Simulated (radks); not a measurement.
Polarisability of neutral arsenic, [Ar] 3d10 4s2 4p3, at imaginary frequency. Method: scalar-relativistic Kohn-Sham, LDA (Slater exchange, Perdew-Wang correlation), spin-unpolarised, spherical densities, finite nucleus; Fermi nuclear charge, rms radius 4.0968 fm; computed with a radial shooting solver on a logarithmic mesh with Libxc functionals. Response by self-consistent Sternheimer equations with the Hartree and adiabatic LDA kernel, the relativistic mass of each level held fixed and spin-orbit coupling left out.

| w (hartree) | alpha1(iw) (bohr^3) |
|---|---|
| 0.00266 | 36.24 |
| 0.0143 | 36.14 |
| 0.0360 | 35.60 |
| 0.0697 | 34.00 |
| 0.118 | 30.72 |
| 0.186 | 25.69 |
| 0.280 | 19.68 |
| 0.413 | 13.78 |
| 0.605 | 8.818 |
| 0.892 | 5.186 |
| 1.35 | 2.829 |
| 2.12 | 1.443 |
| 3.59 | 0.6761 |
| 6.94 | 0.2632 |
| 17.5 | 0.06170 |

Static values: alpha1 = 36.24 bohr^3 (5.370 angstrom^3; uncoupled 52.47). C6 = 312.3, triple-dipole C9 = 8037 atomic units. One-pole (London) frequency 4 C6 / (3 alpha1^2) = 0.317 hartree, against 0.196 for minus the highest occupied eigenvalue. Recommended static value: 30 bohr^3 (Schwerdtfeger and Nagle, 2023 table).

Beside tabulated values, note that spin-unpolarised runs miss the spin-polarisation part of the exchange energy of open shells.
